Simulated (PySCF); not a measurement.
Compound: CoBr2 (quartet state).
Structure used (PBE0-D3(BJ)/def2-SVP), in Å, numbered top down from 1:
```
atom  x, y, z in Å
Co1   -0.0008   -0.0005    0.0000
Br2   -0.0236   -0.0296    2.2502
Br3    0.0244    0.0300   -2.2502
```

Computed with PySCF 2.14.0, PBE0-D3(BJ)/def2-SVP geometry optimisation, gas phase.

Task: Which atoms are bound to Co1, and at what distances?

Result: 2 atoms: Br2 2.251 Å, Br3 2.251 Å.

Task: What is the shape at Co1?

Result: Linear: angle 179.9°.

Task: What are the rotational constants (commonest isotopes, rigid rotor)?

Result: B = 632.2 MHz (linear).

Point group: D∞h (tolerance 0.08 Å). Charge 0, quartet. ⟨S²⟩ = 3.757 (exact for a quartet: 3.75). No PBE0-D3(BJ)/def2-SVP frequencies stand behind this structure, so it isn't proved a minimum.

Hardware: one thread, x86-64 server, on a shared host. Cost: 26 s wall. These figures are those of the optimisation.

Neither the SCF state along the optimisation nor the shape of the open-shell metal species was proved the lowest: other solutions of the same spin, or a structure of lower symmetry, can lie below.
